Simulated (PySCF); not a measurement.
**Polarisability and C₆ of Rh (rhodium, neutral)**

[Kr] 4d7 5s2, high-spin 4F determinant (an excited configuration). Computed with PySCF 2.14 in aug-cc-pwCVTZ-DK, with scalar relativity by spin-free X2C-1e. Coupled (time-dependent) response in atomic units; α is the mean over directions.

| method | mean α (bohr³) | C₆ (like pair) | S(−4) |
| --- | --- | --- | --- |
| MN15 | 65.06 | 679.3 | 1961 |

S(−4) is the Cauchy moment in α(ω) = α(0) + S(−4) ω² + …

Spin-orbit coupling is absent.

α(iu) at MN15:

| u (hartree) | α(iu) (bohr³) |
| --- | --- |
| 0 | 65.06 |
| 0.0500 | 60.57 |
| 0.100 | 50.69 |
| 0.200 | 32.53 |
| 0.300 | 22.01 |
| 0.500 | 12.55 |
| 0.750 | 7.889 |
| 1.00 | 5.614 |
| 1.50 | 3.367 |
| 2.00 | 2.271 |
| 3.00 | 1.240 |
| 5.00 | 0.5390 |

A single London oscillator, α(iu) = α/(1 + u²/ω²), gives C₆ = (3/4) ω α². Matching the computed C₆ needs ω = 4 × 679.3 / (3 × 65.06²) = 0.214 hartree.
